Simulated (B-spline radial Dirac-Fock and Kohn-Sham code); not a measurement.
Method: multi-electron Dirac-Fock with separately optimised hole states, Breit and Lamb-shift corrections added in first order. Computed with an atomic code on a B-spline grid. Free atoms and ions in their tabulated ground configurations, energies from the vacuum level.

Task: Order these levels by binding energy, lowest first.
A. Dy⁶⁺ 1s
B. Ir⁵⁺ 1s
C. W⁶⁺ 1s
D. Ho³⁺ 1s
E. Bi 1s
F. Nd⁺ 1s

Result: F (43578.6 eV), A (53884.8 eV), D (55652.6 eV), C (69610.3 eV), B (76187.0 eV), E (90529.7 eV).
